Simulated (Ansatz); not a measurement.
Mulliken charges of CH$_{3}$BClI (`BC(Cl)I`) from PBE/def2-TZVPP in Ansatz (PBE0-D4/def2-TZVP geometry).

```csv
atom,x (Å),y (Å),z (Å),charge (e)
B1,-0.264,0.845,0.052,-0.311
C2,0.531,-0.474,-0.071,0.035
Cl3,1.213,-1.265,1.310,-0.053
I4,-1.528,-1.180,-0.581,0.053
H5,-0.331,1.541,-0.916,0.040
H6,-0.659,1.186,1.122,0.047
H7,1.100,-0.720,-0.962,0.189
```

Question: By hand: the dipole of these point charges (1 e Å = 4.8032 D).

Answer: Σ q r = (0.119, -0.294, -0.285) e Å, of length 0.426 e Å = 2.05 D.

Question: How does the dipole of the full density compare? (An estimate is asked.)

Answer: Computed: (0.035, -0.155, -0.194) e Å, 1.20 D; the point charges give 1.71 times that, at 11° from its direction.

Point charges leave out the atoms' own dipoles, such as those of lone pairs, and Mulliken's split depends on the basis, so the two needn't agree.
